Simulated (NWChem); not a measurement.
C2H6O2Si; SMILES C1CO[SiH2]O1

```xyz
11

C      0.1313    -0.7562     1.2424
C     -0.1313     0.7562     1.2424
O      0.1900     1.2388    -0.0493
Si     0.0000     0.0000    -1.1627
O     -0.1900    -1.2388    -0.0493
H      1.1936    -0.9656     1.4703
H     -0.4849    -1.2761     1.9930
H      0.4849     1.2761     1.9930
H     -1.1936     0.9656     1.4703
H      1.2156    -0.1154    -2.0129
H     -1.2156     0.1154    -2.0129
```
Atoms are numbered in this order, from 1.

Level: PBE0/def2-SVP (NWChem), optimised geometry, unscaled harmonic frequencies. 

| frequency (cm⁻¹) | IR intensity (km/mol) |
|---|---|
| 144 | 8.2 |
| 218 | 0.3 |
| 508 | 17.7 |
| 611 | 1.4 |
| 615 | 1.3 |
| 707 | 104.7 |
| 775 | 16.5 |
| 825 | 26.5 |
| 855 | 58.6 |
| 932 | 179.1 |
| 933 | 31.0 |
| 1015 | 192.6 |
| 1122 | 12.6 |
| 1132 | 159.9 |
| 1149 | 146.8 |
| 1248 | 1.2 |
| 1254 | 12.9 |
| 1365 | 4.8 |
| 1389 | 10.2 |
| 1490 | 3.3 |
| 1497 | 1.0 |
| 2262 | 171.9 |
| 2267 | 116.0 |
| 3033 | 44.1 |
| 3037 | 55.1 |
| 3116 | 26.9 |
| 3124 | 31.9 |

```json
{
 "zero_point_energy": "52.3 kcal/mol",
 "thermal correction to the enthalpy at 298.15 K (with zero-point energy)": "56.1 kcal/mol",
 "heat capacity Cv": "18.4 cal/(mol K)",
 "entropy at 298.15 K and 1 atm (symmetry number 2)": "71.3 cal/(mol K)",
 "dipole_moment": "1.08 D"
}
```

Rigid rotor and harmonic oscillator.
